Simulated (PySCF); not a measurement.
Ga: electron affinity

Ga⁻ [Ar] 3d10 4s2 4p2 [4p1/2^2, M_J = 0] → Ga [Ar] 3d10 4s2 4p1 [4p1/2^1, M_J = 1/2], as a difference of total energies. All numbers are calculated (PySCF 2.14, the two-component X2C-1e Hamiltonian, in x2c-TZVPall-2c with one added diffuse shell each of s, p, d type (7s8p5d1f, 63 functions)). Correlated levels: [Ne] frozen. "Screened" scales the spin-orbit matrix elements by Boettger's factors to mimic the two-electron term; Breit and QED terms are absent.

```json
{"method": "GHF (spin-free)", "electron affinity (eV)": "-0.123"}
{"method": "GMP2 (spin-free)", "electron affinity (eV)": "0.258"}
{"method": "GHF (screened spin-orbit)", "electron affinity (eV)": "-0.164"}
{"method": "GMP2 (screened spin-orbit)", "electron affinity (eV)": "0.217"}
```

The spin-free rows relax to the high-spin LS determinant and lack the spin-orbit shift.

Errors of the correlated levels include the incompleteness of this basis and the frozen core.

The labels give the starting determinants; with spin-orbit coupling the two ends relaxed to ⟨J²⟩ = 1.86, ⟨L²⟩ = 2.01, ⟨S²⟩ = 2.01 and ⟨J²⟩ = 0.91, ⟨L²⟩ = 2.05, ⟨S²⟩ = 0.77.

A negative affinity means that the anion lies above the atom at that level of theory.

The determinant of Ga⁻ mixes levels of different J (the jj label is only the starting occupation), so the difference between spin-free and spin-orbit rows is not the physical spin-orbit shift.

For comparison: 0.301 eV (measured; photodetachment measurements, as compiled on the Wikipedia data page of electron affinities).
